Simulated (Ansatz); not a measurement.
Total energies of GaH6NSi (`[NH2][GaH][SiH3]`).

```xyz
9

N     0.398   -1.736    0.853
Ga    0.790   -0.422   -0.338
Si   -0.706    1.456   -0.423
H     0.950   -2.568    0.978
H    -0.398   -1.720    1.468
H     2.081   -0.656   -1.195
H     0.010    2.724   -0.110
H    -1.827    1.315    0.549
H    -1.298    1.606   -1.782
```

Charge 0, multiplicity 1. Correlated methods include outer-core shells of Ga, which these sets cover unevenly. Scalar relativity is left out up to krypton. All single points use the PBE0-D4/def2-TZVP geometry. It is one conformer, not always the lowest. Basis def2-TZVPP, Ansatz.

RPA on PBE orbitals: Hartree–Fock energy of these orbitals -2270.11257 Eh, correlation -0.98686 Eh (frozen core).

```json
{"functional": "revPBE", "energy without D4 (Eh)": "-2272.53393", "D4 term (kJ/mol)": "-42.7"}
{"functional": "BLYP", "energy without D4 (Eh)": "-2272.79147", "D4 term (kJ/mol)": "-34.2"}
{"functional": "r2SCAN", "energy without D4 (Eh)": "-2272.68179", "D4 term (kJ/mol)": "-3.8"}
{"functional": "PBE0", "energy without D4 (Eh)": "-2272.30793", "D4 term (kJ/mol)": "-13.6"}
{"functional": "r2SCANh", "energy without D4 (Eh)": "-2272.66613", "D4 term (kJ/mol)": "-4.1"}
{"functional": "r2SCAN0", "energy without D4 (Eh)": "-2272.64402", "D4 term (kJ/mol)": "-4.6"}
{"functional": "HSE06 (plane-wave form)", "energy without D4 (Eh)": "-2272.29715", "D4 term (kJ/mol)": "-12.9"}
{"functional": "BHLYP", "energy without D4 (Eh)": "-2272.69119", "D4 term (kJ/mol)": "-22.4"}
{"functional": "LC-ωPBE", "energy without D4 (Eh)": "-2272.38202", "D4 term (kJ/mol)": "–"}
{"functional": "ωB97M-V", "energy without D4 (Eh)": "-2272.58750", "D4 term (kJ/mol)": "–"}
```

(1) Give the same for LDA (SPW92), PBE, B97M-V, B3LYP, CAM-B3LYP, ωB97X-V, B2PLYP, PBE-QIDH. (Best estimate.)

B3LYP takes the VWN-RPA correlation (the form of Gaussian; ORCA's B3LYP/G). HSE06 is the plane-wave form, built on full-range PBE exchange. The double hybrids freeze the cores in their second-order part.

Answers

(1) Computed: 
```csv
functional,energy without D4 (Eh),D4 term (kJ/mol)
LDA (SPW92),-2268.06457,–
PBE,-2272.23262,-16.0
B97M-V,-2272.30109,–
B3LYP,-2272.83288,-26.0
CAM-B3LYP,-2272.85080,-14.1
ωB97X-V,-2272.51173,–
B2PLYP,-2272.21749,–
PBE-QIDH,-2271.87845,–
```

LC-ωPBE has ω = 0.4 bohr⁻¹.
